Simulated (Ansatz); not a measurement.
## Ligand exchange: C4H9F + Sn(CH3)(SH) → C4H10S + Sn(CH3)F

Species: C4H9F `CC(C)CF`, singlet; Sn(CH3)(SH), singlet; C4H10S (isobutyl mercaptan) `CC(C)CS`, singlet; Sn(CH3)F, singlet. The partners trade F for SH: C–F and Sn–SH bonds give way to C–SH and Sn–F.

Shapes, held fixed at every level: PBE0-D4/def2-TZVP. Flexible molecules stand in one conformer, not always the lowest. Programs: Ansatz 0.2.0. Electronic energies: no zero-point or thermal term.

(1) Estimate ΔE of this reaction.

## Answers

(1) The highest level, CCSD(T)/def2-TZVPP, gives ΔE = -17.5 kJ/mol; the levels span -23.8 to -7.5. The column of differences is taken from that level and isn't an error. No measured value is set beside it here. For atoms past krypton def2 sets carry core potentials with scalar relativity. Outer-core shells of Sn are correlated in most correlated rows, in sets that cover them unevenly. Times are processor times on shared x86 and Arm servers, and rough.

| level | kind | ΔE (kJ/mol) | less CCSD(T)/def2-TZVPP | CPU time (sum over the molecules) |
| --- | --- | --- | --- | --- |
| HF/def2-TZVPP | Hartree–Fock | -7.5 | +10.0 | – |
| PBE-D4/def2-TZVPP | GGA | -16.8 | +0.7 | 25 s |
| B3LYP-D4/def2-TZVPP | global hybrid | -16.9 | +0.6 | 47 s |
| wB97M-V/def2-TZVPP | range-separated hybrid | -21.2 | -3.7 | 90 s |
| wB97X-V/def2-TZVPP | range-separated hybrid | -23.8 | -6.3 | 65 s |
| CCSD/def2-TZVPP | coupled cluster or CI | -17.1 | +0.4 | – |
| CCSD(T)/def2-TZVPP | coupled cluster or CI | -17.5 | 0.0 | 23 min |
